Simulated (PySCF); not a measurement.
TaOF3, SMILES [F][Ta]([F])([F])=[O], multiplicity 1. Heavy atoms are numbered as in [Ta:1](=[O:2])([F:3])([F:4])[F:5].

Geometry: B3LYP-D3(BJ)/def2-SVP. The spin state was assumed, not searched. The isomer is the one that the SMILES or the coordinates give; other isomers of the formula were not compared. The def2 effective core potentials stand for the cores of Ta; spin–orbit coupling is left out.

Method: PySCF with M06-2X/def2-TZVP.

ESP charges are fitted to the potential on shells at 1.4 to 2.0 van der Waals radii. Atomic charges (e), one atom of each kind:

```json
[
 {"atom": "Ta1", "ESP fit": "1.71", "Mulliken": "1.74", "Löwdin": "1.04"},
 {"atom": "O2", "ESP fit": "-0.58", "Mulliken": "-0.50", "Löwdin": "-0.31"},
 {"atom": "F3", "ESP fit": "-0.38", "Mulliken": "-0.41", "Löwdin": "-0.24"}
]
```
